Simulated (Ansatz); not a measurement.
Reaction (formal exchange of groups at the Si–Cl bond): `O=C[SiH](O)Cl` + `N=C(F)CO` → `O=C[SiH](O)CO` + `N=C(F)Cl`

Computed with Ansatz on PBE0-D4/def2-TZVP structures; ΔE is electronic, products minus reactants. CCSD(T)/CBS adds triple-zeta CCSD(T) − MP2 to the extrapolated MP2 energy (def2 sets, frozen cores). DFT in def2-TZVPP. B3LYP here is the variant with VWN-RPA as its local correlation; programs differ in this. Each species was taken in one conformer, which may not be the lowest.

| level | ΔE (kcal/mol) | difference from CCSD(T)/CBS |
| --- | --- | --- |
| PBE-D4 | 35.2 | -5.1 |
| r2SCAN-D4 | 37.9 | -2.4 |
| PBE0-D4 | 38.2 | -2.1 |
| B3LYP-D4 | 38.1 | -2.2 |
| ωB97X-V | 39.3 | -1.0 |
| ωB97M-V | 39.4 | -0.9 |
| B2PLYP | 39.3 | -1.0 |
| PBE | 35.4 | -4.9 |
| r2SCAN | 38.0 | -2.3 |
| PBE0 | 38.4 | -1.9 |
| B3LYP | 38.4 | -1.9 |
| HF/def2-TZVPP | 45.4 | 5.1 |
| MP2/def2-TZVPP | 40.2 | -0.1 |
| SCS-MP2/def2-TZVPP | 40.1 | -0.2 |
| CCSD/def2-TZVPP | 40.7 | 0.4 |
| CCSD(T)/def2-TZVPP | 39.6 | -0.7 |
| HF/def2-QZVPP | 45.5 | 5.2 |
| MP2/def2-QZVPP | 40.7 | 0.4 |
| SCS-MP2/def2-QZVPP | 40.7 | 0.4 |
| HF/CBS(def2) | 45.6 | 5.3 |
| MP2/CBS(def2) | 40.9 | 0.6 |
| CCSD/CBS(def2) | 41.4 | 1.1 |
| CCSD(T)/CBS | 40.3 | 0 |

Largest T1 diagnostic among the species: 0.014.

From PBE to PBE0 (25 % exact exchange), in def2-TZVPP and without D4, ΔE moves by +3.0 kcal/mol. In def2-TZVPP, CCSD(T) changes the Hartree–Fock value by −5.8 kcal/mol (the triples alone add −1.1 kcal/mol) and MP2 by −5.2 kcal/mol.
